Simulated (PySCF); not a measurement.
# 17O chemical shifts

[PySCF 2.14: GFN2-xTB geometry; shielding tensors at PBE0/pcSseg-1 (GIAO); non-relativistic Hamiltonian; one conformer; in vacuum; averaged over atoms made equivalent by symmetry, fast rotation or ring inversion]

Shieldings were converted by a linear fit to measured shifts: 17O (scatter 10.7 ppm rms, 12.2 ppm with the 3 outliers that the fit left out vs liquid water, solution or neat liquid). A few per cent of atoms miss by over 2 rms, more outside the fitted compound classes.

Problem. Give the 17O shifts of `F[C@@H]1CCO[C@H]1C(F)(F)F`, `C[C@@H](CC(F)(F)F)C(=O)F`, `C=CP1CCOCC1`.

Solution. 
| compound | environment | δ (ppm) |
| --- | --- | --- |
| F[C@@H]1CCO[C@H]1C(F)(F)F | ether oxygen | 17.1 |
| C[C@@H](CC(F)(F)F)C(=O)F | carbonyl oxygen | 364.6 |
| C=CP1CCOCC1 | ether oxygen | 7.9 |

Problem. Order these by 17O shift, lowest first.
A. C[Si](C)(C)O[SiH2][SiH3]
B. C[C@H](CC(=O)F)C(F)(F)F
C. CC1=CCC[P@]1(C)=O

Solution. A (-10.0 ppm, oxygen bonded to 2 Si), C (66.8 ppm, P=O oxygen), B (391.8 ppm, carbonyl oxygen).
